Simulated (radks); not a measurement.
The numbers below are computed, except where a source is named.
All-electron atom: Re3.7+ in [Kr] 4d10 4f14 5s1.3 5p6 5d4 (fractional occupations, a model configuration). Code: a radial shooting solver on a logarithmic mesh with Libxc functionals. Model: Dirac Kohn-Sham, LDA (Slater exchange, Perdew-Wang correlation), spin-unpolarised, spherical densities, finite nucleus; open shells are shared between the two j in proportion to 2j + 1; Fermi nuclear charge, rms radius 5.3698 fm.

Normalised radial functions P(r) = r R(r) (large component), r in bohr:

r,4f5/2,5p3/2,5d5/2
0.0008922,0.0000,0.0009,0.0000
0.001022,0.0000,0.0012,0.0000
0.00118,0.0000,0.0016,0.0000
0.001363,0.0000,0.0021,0.0000
0.001574,0.0000,0.0027,0.0000
0.001818,0.0000,0.0035,0.0000
0.0021,0.0000,0.0046,0.0000
0.002406,0.0000,0.0059,0.0000
0.002779,0.0000,0.0077,0.0001
0.003209,0.0000,0.0099,0.0001
0.003706,0.0000,0.0129,0.0002
0.00428,0.0000,0.0166,0.0002
0.004943,0.0000,0.0213,0.0004
0.005663,0.0000,0.0269,0.0005
0.00654,0.0000,0.0344,0.0008
0.007553,0.0000,0.0436,0.0012
0.008723,0.0001,0.0549,0.0018
0.01007,0.0001,0.0687,0.0027
0.01163,0.0002,0.0853,0.0039
0.01333,0.0003,0.1036,0.0057
0.01539,0.0005,0.1258,0.0082
0.01778,0.0008,0.1507,0.0119
0.02053,0.0014,0.1776,0.0170
0.02371,0.0023,0.2052,0.0241
0.02716,0.0036,0.2300,0.0331
0.03137,0.0059,0.2521,0.0458
0.03623,0.0095,0.2662,0.0624
0.04184,0.0152,0.2674,0.0835
0.04832,0.0240,0.2507,0.1095
0.05581,0.0375,0.2112,0.1401
0.06394,0.0562,0.1501,0.1724
0.07384,0.0849,0.0603,0.2078
0.08528,0.1258,-0.0503,0.2408
0.09849,0.1824,-0.1702,0.2655
0.1137,0.2585,-0.2809,0.2748
0.1314,0.3567,-0.3585,0.2609
0.1505,0.4711,-0.3791,0.2200
0.1738,0.6136,-0.3268,0.1440
0.2007,0.7726,-0.1928,0.0362
0.2318,0.9379,0.0077,-0.0935
0.2677,1.0946,0.2368,-0.2270
0.3067,1.2189,0.4291,-0.3343
0.3542,1.3089,0.5502,-0.4031
0.4091,1.3437,0.5412,-0.4048
0.4724,1.3182,0.3864,-0.3292
0.5456,1.2362,0.1076,-0.1801
0.6301,1.1082,-0.2416,0.0246
0.7219,0.9585,-0.5722,0.2441
0.8337,0.7851,-0.8574,0.4733
0.9629,0.6119,-1.0275,0.6687
1.112,0.4522,-1.0632,0.8059
1.284,0.3155,-0.9776,0.8712
1.483,0.2066,-0.8079,0.8625
1.699,0.1298,-0.6133,0.7945
1.962,0.0733,-0.4127,0.6752
2.266,0.0377,-0.2475,0.5289
2.617,0.0174,-0.1307,0.3788
3.023,0.0071,-0.0597,0.2453
3.491,0.0025,-0.0232,0.1416
4,0.0008,-0.0080,0.0747
4.619,0.0002,-0.0021,0.0328
5.334,0.0000,-0.0004,0.0121

4f5/2: eigenvalue -87.259 eV, 0 radial nodes, <r> = 0.572 bohr, 90 % of the charge inside 0.938 bohr. 5p3/2: eigenvalue -85.211 eV, 3 radial nodes at r = 0.0801, 0.231, 0.571 bohr, <r> = 1.21 bohr, 90 % of the charge inside 1.75 bohr. 5d5/2: eigenvalue -42.873 eV, 2 radial nodes at r = 0.209, 0.620 bohr, <r> = 1.61 bohr, 90 % of the charge inside 2.41 bohr.
